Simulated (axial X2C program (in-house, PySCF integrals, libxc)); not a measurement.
Spin–orbit effects down a group: molecules with Y, PBE0

Computed with an in-house relativistic program for diatomic molecules, spin-free (one-electron X2C) or two-component (2c: spin–orbit coupling with atomic mean-field Coulomb and Gaunt terms, which also bring small scalar terms), in Dyall basis sets with cores contracted in-house; open shells are unrestricted.

Basis sets: O dyall-av3z, S dyall-av3z, Se dyall-cv3z, Y dyall-cv3z.

| molecule | spin-free state | Re (Å) | ωe (cm⁻¹) | De (eV) | 2c state | Re 2c (Å) | ωe 2c (cm⁻¹) | De 2c (eV) |
| --- | --- | --- | --- | --- | --- | --- | --- | --- |
| YO | M_S = 1/2, Λ = 0 | 1.773 | 890.6 | 7.30 | Ω = 1/2 | 1.773 | 890.8 | n/a |
| YS | M_S = 1/2, Λ = 0 | 2.265 | 502.6 | 5.53 | Ω = 1/2 | 2.265 | 502.6 | n/a |
| YSe | M_S = 1/2, Λ = 0 | 2.396 | 349.5 | 4.94 | Ω = 1/2 | 2.396 | 349.0 | n/a |

Each entry is the lowest single determinant of a limited PBE0 search at one distance. De goes to single-determinant-based atoms at the same level (for ions the charge split of lowest energy) and is withheld (n/a) where an atom does not fit its ground term or J level. Main or longest-lived isotopes. The functionals have no current term, which raises determinants with orbital currents.
